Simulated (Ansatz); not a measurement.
CH4SSi, SMILES `[SiH3][C]S` (excited triplet; Si–C–S–H torsion 103°) (charge 0, multiplicity 3). This triplet is an excited state, 0.50 eV above the relaxed singlet at the level frozen-core CCSD(T)/cc-pVTZ // PBE0-D3(BJ)/def2-TZVP (Ansatz, a quantum-chemistry and plane-wave program).

Level of theory: PBE0/cc-pVTZ // PBE0-D3(BJ)/def2-TZVP (Ansatz).

Ansatz 0.2 input:
```yaml
crystal:
  periodic: [false, false, false]
  atoms:
    - { symbol: Si, position_ang: [-0.982705, 0.361546, -0.457909] }
    - { symbol: C, position_ang: [0.675635, -0.285931, -0.841767] }
    - { symbol: S, position_ang: [2.28688, -0.253074, -0.400706] }
    - { symbol: H, position_ang: [-1.498808, -0.236706, 0.80589] }
    - { symbol: H, position_ang: [-1.909199, 0.014454, -1.564087] }
    - { symbol: H, position_ang: [-0.939957, 1.84259, -0.303669] }
    - { symbol: H, position_ang: [2.368144, -1.442882, 0.240066] }
basis:
  gaussian: { orbitals: cc-pVTZ }
hamiltonian:
  xc: pbe0
magnetization:
  spin_polarized: true
  initial_magnetization: 2
```

Output:

```
Functional definition: PBE0
981 factors; their error is unknown
mean field evaluation 1: about -19800.7260 eV, gradient 2.6e1 eV
mean field evaluation 2: about -19795.3537 eV, gradient 3.9e1 eV
mean field evaluation 4: about -19804.4314 eV, gradient 1.3e0 eV
mean field evaluation 8: about -19804.4473 eV, gradient 4.6e-2 eV
mean field evaluation 16: about -19804.4904 eV, gradient 7.7e-5 eV
mean field -19804.49041876 eV, -727.8015989239 hartree, gradient 2.2e-5 eV, S^2 2.012702; 0 other end points of the search recorded, 0 dependent functions left out
reference -19804.49044752 eV, -727.8015999805 hartree; 21, 19 occupied and 133, 135 virtual orbitals, 981 factors
Total energy: -19804.49044752 eV, -727.8015999805 hartree
```
